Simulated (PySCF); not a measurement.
# Correlation energy of F+ (fluorine, charge +1)

[He] 2s2 2p4, high-spin 3P determinant. Calculation: PySCF 2.14, in x2c-QZVPPall with one added diffuse shell each of s, p, d, f type (8s5p4d3f1g, 73 functions); the spin-free X2C one-electron Hamiltonian (Gaussian nucleus). Frozen: 1s2; 6 electrons correlated.

```tsv
level	correlation energy (mhartree)
CCSD	-172.42
(T)	-2.52
CCSD(T)	-174.94
```

Diagnostics: T1 = 0.0040, D1 = 0.0085, largest double amplitude 0.023.

Cost of the coupled-cluster step: about 6 core-seconds, for 6 correlated electrons.

Iterations:

```
CC2 = 0
CCSD nocc = (np.int64(4), np.int64(2)), nmo = (72, 72)
frozen orbitals [[0], [0]]
max_cycle = 100
direct = 0
conv_tol = 1e-08
conv_tol_normt = 1e-06
diis_space = 8
diis_start_cycle = 0
Init t2, MP2 energy = -0.158046092158091
Init E_corr(UCCSD) = -0.158046092160358
cycle = 1  E_corr(UCCSD) = -0.169529866190651  dE = -0.011483774  norm(t1,t2) = 0.0205309
cycle = 2  E_corr(UCCSD) = -0.171600719773664  dE = -0.00207085358  norm(t1,t2) = 0.00670176
cycle = 3  E_corr(UCCSD) = -0.172456253811238  dE = -0.000855534038  norm(t1,t2) = 0.00288117
cycle = 4  E_corr(UCCSD) = -0.172414482764745  dE = 4.17710465e-05  norm(t1,t2) = 0.000663312
cycle = 5  E_corr(UCCSD) = -0.172417023247619  dE = -2.54048287e-06  norm(t1,t2) = 0.000171774
cycle = 6  E_corr(UCCSD) = -0.172421838872691  dE = -4.81562507e-06  norm(t1,t2) = 4.86701e-05
cycle = 7  E_corr(UCCSD) = -0.172421293997369  dE = 5.44875322e-07  norm(t1,t2) = 1.05149e-05
cycle = 8  E_corr(UCCSD) = -0.172421188505495  dE = 1.05491874e-07  norm(t1,t2) = 2.35209e-06
cycle = 9  E_corr(UCCSD) = -0.172421209120332  dE = -2.06148367e-08  norm(t1,t2) = 6.35642e-07
cycle = 10  E_corr(UCCSD) = -0.172421211987457  dE = -2.86712526e-09  norm(t1,t2) = 1.1704e-07
UCCSD converged
E(UCCSD) = -99.10092816634813  E_corr = -0.1724212119874573
UCCSD(T) correction = -0.00252306812317986
```
